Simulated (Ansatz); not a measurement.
Consider the ligand exchange at a B–Br bond: `BrB(Br)Br` + CH₃OH → `COB(Br)Br` + HBr.

Computed with Ansatz on PBE0-D4/def2-TZVP structures; ΔE is electronic, products minus reactants. CBS: MP2 limit from def2 TZ/QZ plus the TZ coupled-cluster correction, frozen cores. This one scheme is used for every species. DFT in def2-TZVPP. For Br outer-core shells are correlated without core-valence functions, which leaves a few kJ/mol of doubt a bond. Scalar relativity is left out up to krypton. One conformer a species, not always the lowest.

```tsv
level	ΔE (kJ/mol)
revPBE-D4	-65.1
r2SCAN0-D4	-74.2
BHLYP-D4	-80.5
BLYP	-74.7
CCSD(T)/def2-SVP	-89.4
SCS-MP2/def2-TZVPP	-71.0
SCS-MP2/def2-QZVPP	-69.6
CCSD/CBS(def2)	-72.3
```

What does CCSD(T)/CBS give? (Best estimate.)

The calculation gave: -70.4 kJ/mol. The listed levels differ from it by 5.3, -3.8, -10.1, -4.3, -19.0, -0.6, 0.8, -1.9 kJ/mol.

Largest T1 diagnostic among the species: 0.010.

Leaving LDA and LC-ωPBE aside and taking each functional with its dispersion term where it has one, the values, not all of them listed here, spread over 20.3 kJ/mol, from CAM-B3LYP-D4 to revPBE-D4. LDA lies −13.5 kJ/mol from PBE without D4. From BLYP to BHLYP (50 % exact exchange), in def2-TZVPP and without D4, ΔE moves by −7.6 kJ/mol. In def2-TZVPP, CCSD(T) changes the Hartree–Fock value by +11.6 kJ/mol (the triples alone add +1.8 kJ/mol) and MP2 by +18.4 kJ/mol.
